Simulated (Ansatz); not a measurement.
Reactions of `CC1(O)CCCC1`.

Computed with Ansatz on PBE0-D4/def2-TZVP structures; ΔE is electronic, products minus reactants. CBS: MP2 limit from def2 TZ/QZ plus the TZ coupled-cluster correction, frozen cores. This one scheme is used for every species, atoms too. For atomizations the MP2-based limit and the directly extrapolated one differ by several kJ/mol either way, and by 10 to 25 for some Ge, Se and Sn compounds, so smaller differences from it don't rank the levels. Open shells (•) are unrestricted, without spin–orbit coupling. Spin–orbit coupling would lower the free atoms: a little for C, O. def2 core potentials past Kr. For In outer-core shells are correlated without core-valence functions, so the limit isn't a true one: a few kJ/mol of doubt a bond, and 10 to 20 or more in all where bonds break to atoms. One conformer a species, not always the lowest.

Q: Order these by ΔE at CCSD(T)/CBS, lowest first. (Best estimate.)
A. `CC1(O)CCCC1` + `C[NH][In]([Cl])[Cl]` → `C[N](C)[In]([Cl])[Cl]` + `OC1CCCC1`
B. `CC1(O)CCCC1` → `OC1CCCCC1`
C. `CC1(O)CCCC1` → 6 C• + 12 H• + O•
D. `CC1(O)CCCC1` + H₂ → `OC1CCCC1` + CH₄

A: D (-45.6 kJ/mol), B (-10.2 kJ/mol), A (+46.6 kJ/mol), C (+7797.8 kJ/mol).

Largest T1 diagnostic: 0.014, for `C[N](C)[In]([Cl])[Cl]`.
